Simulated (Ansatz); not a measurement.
Relaxation of GaH4 (5 atoms, charge 0, multiplicity 2), to a largest force component of 0.03 eV/Å in at most 50 steps.

Theory: UKS PBE/def2-SVP (Ansatz 0.2.0).

```xyz
5
Properties=species:S:1:pos:R:3
Ga 0.000 0.000 -0.326
H 0.000 0.000 2.449
H 1.404 0.000 -1.133
H -1.404 0.000 -1.133
H 0.000 0.000 3.174
```

Question: Where does it end, and by what steps?

Answer: The forces met the threshold. After 4 steps the energy has fallen by 0.076 eV; H5 moved furthest, 0.46 Å.

```tsv
step	energy less start (eV)	largest force component (eV/Å)	accepted
0	0.0000	1.952	yes
1	-0.0668	0.097	yes
2	-0.0733	0.058	yes
3	-0.0752	0.034	yes
4	-0.0759	0.009	yes
```

```xyz
5
Properties=species:S:1:pos:R:3
Ga 0.000 0.000 -0.622
H 0.000 0.000 2.868
H 1.397 0.000 -1.427
H -1.397 0.000 -1.427
H 0.000 0.000 3.638
```

Whether the end is a true minimum wasn't checked by a vibrational analysis.

Run time: 7.4 s on 1 thread of Arm Neoverse V1 (shared host), peak memory 0.11 GiB.
